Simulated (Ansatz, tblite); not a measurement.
Forces on `CN(C)c1ccc(-c2ccc(-c3ccc(C#N)cc3)cc2)cc1` at its PBE-D4/def2-SVP geometry. The state is a singlet with charge 0.

The xTB rows come from tblite. Single mean-field runs in def2-TZVP are fitted with def2-universal-jkfit.

GFN1-xTB (tblite), largest force 2.73 eV/Å:

```xyz
41
positions Å, forces eV/Å
C     3.586   -4.872    2.762    0.620   -0.082    0.586
N     2.549   -4.916    1.752   -0.352    0.649   -0.225
C     2.168   -6.182    1.158   -0.137   -0.786   -0.281
C     1.940   -3.748    1.335   -0.242    0.490   -0.182
C     0.910   -3.754    0.352    0.097    0.211    0.171
C     0.304   -2.568   -0.063    0.048   -0.041    0.110
C     0.670   -1.310    0.468    0.199   -0.374    0.128
C     0.020   -0.060    0.023   -0.204    0.397   -0.141
C    -0.494    0.080   -1.288    0.023    0.121    0.135
C    -1.105    1.263   -1.710    0.044   -0.015    0.172
C    -1.238    2.371   -0.842    0.196   -0.376    0.134
C    -1.884    3.625   -1.288   -0.209    0.401   -0.146
C    -2.615    4.434   -0.384    0.000   -0.018   -0.167
C    -3.225    5.619   -0.798    0.115   -0.131   -0.231
C    -3.122    6.038   -2.146    0.121   -0.250    0.087
C    -3.745    7.254   -2.578   -0.946    1.838   -0.647
N    -4.257    8.251   -2.931    1.191   -2.318    0.819
C    -2.397    5.240   -3.061   -0.026   -0.020    0.287
C    -1.792    4.057   -2.634   -0.025    0.078    0.149
C    -0.728    2.234    0.470    0.029   -0.125   -0.123
C    -0.115    1.051    0.890   -0.069   -0.035   -0.166
C     1.692   -1.309    1.445    0.026   -0.109   -0.050
C     2.316   -2.482    1.869   -0.176   -0.068   -0.219
H     3.929   -5.899    2.982   -0.158    0.420   -0.107
H     3.222   -4.426    3.716    0.053   -0.244   -0.552
H     4.472   -4.281    2.435   -0.528   -0.313    0.031
H     2.773   -6.993    1.602   -0.242    0.355   -0.177
H     1.095   -6.424    1.334    0.556    0.239    0.008
H     2.336   -6.196    0.056   -0.011    0.130    0.590
H     0.567   -4.700   -0.086    0.156    0.446    0.182
H    -0.506   -2.628   -0.805    0.390    0.009    0.338
H    -0.395   -0.754   -2.000   -0.066    0.413    0.317
H    -1.506    1.322   -2.733    0.200   -0.045    0.490
H    -2.728    4.111    0.661    0.054    0.174   -0.488
H    -3.796    6.230   -0.084    0.290   -0.304   -0.335
H    -2.305    5.564   -4.108   -0.044   -0.178    0.505
H    -1.207    3.464   -3.353   -0.293    0.285    0.323
H    -0.795    3.080    1.171    0.041   -0.418   -0.323
H     0.255    0.979    1.924   -0.182    0.068   -0.487
H     2.036   -0.353    1.868   -0.155   -0.458   -0.178
H     3.116   -2.410    2.617   -0.381   -0.018   -0.335
```

GFN2-xTB (tblite), largest force 3.28 eV/Å:

```
C 0.226 -0.102 0.211
N -0.153 0.287 -0.104
C 0.008 -0.313 -0.058
C -0.183 0.372 -0.138
C 0.090 0.343 0.189
C 0.117 -0.050 0.177
C 0.198 -0.372 0.127
C -0.188 0.367 -0.130
C -0.010 0.222 0.151
C 0.096 -0.062 0.246
C 0.184 -0.353 0.126
C -0.184 0.354 -0.130
C -0.031 0.053 -0.231
C 0.123 -0.162 -0.204
C 0.051 -0.115 0.039
C -0.982 1.907 -0.671
N 1.429 -2.780 0.983
C -0.001 -0.054 0.283
C -0.074 0.166 0.156
C 0.051 -0.222 -0.145
C -0.120 0.025 -0.239
C 0.007 -0.198 -0.081
C -0.265 -0.014 -0.303
H -0.180 0.505 -0.118
H 0.084 -0.254 -0.536
H -0.502 -0.321 0.061
H -0.295 0.413 -0.218
H 0.557 0.204 -0.005
H -0.019 0.092 0.587
H 0.212 0.593 0.252
H 0.484 0.031 0.443
H -0.061 0.513 0.420
H 0.232 -0.045 0.617
H 0.064 0.205 -0.629
H 0.337 -0.347 -0.412
H -0.063 -0.192 0.602
H -0.360 0.362 0.425
H 0.055 -0.508 -0.419
H -0.232 0.054 -0.621
H -0.201 -0.572 -0.250
H -0.505 -0.031 -0.453
```

PBE0-D4/def2-TZVP (Ansatz), largest force 2.55 eV/Å:

```
C 0.160 0.020 0.155
N -0.102 0.191 -0.073
C -0.058 -0.182 -0.090
C -0.103 0.212 -0.076
C 0.082 0.177 0.116
C 0.150 0.084 0.207
C 0.226 -0.425 0.145
C -0.214 0.419 -0.148
C 0.023 0.161 0.183
C 0.046 0.036 0.245
C 0.219 -0.420 0.150
C -0.216 0.415 -0.152
C 0.024 0.016 -0.230
C 0.112 -0.068 -0.249
C 0.270 -0.545 0.191
C -0.923 1.793 -0.631
N 1.111 -2.161 0.763
C -0.074 0.021 0.270
C -0.082 0.108 0.189
C 0.009 -0.141 -0.208
C -0.086 -0.043 -0.226
C -0.105 -0.181 -0.164
C -0.154 -0.042 -0.163
H -0.200 0.504 -0.137
H 0.137 -0.228 -0.491
H -0.458 -0.297 0.117
H -0.288 0.437 -0.205
H 0.527 0.151 -0.054
H -0.057 0.042 0.549
H 0.193 0.467 0.229
H 0.414 0.028 0.383
H -0.044 0.436 0.367
H 0.203 -0.030 0.531
H 0.054 0.167 -0.550
H 0.297 -0.316 -0.377
H -0.051 -0.168 0.547
H -0.305 0.314 0.377
H 0.039 -0.435 -0.364
H -0.198 0.036 -0.534
H -0.172 -0.491 -0.219
H -0.405 -0.061 -0.376
```
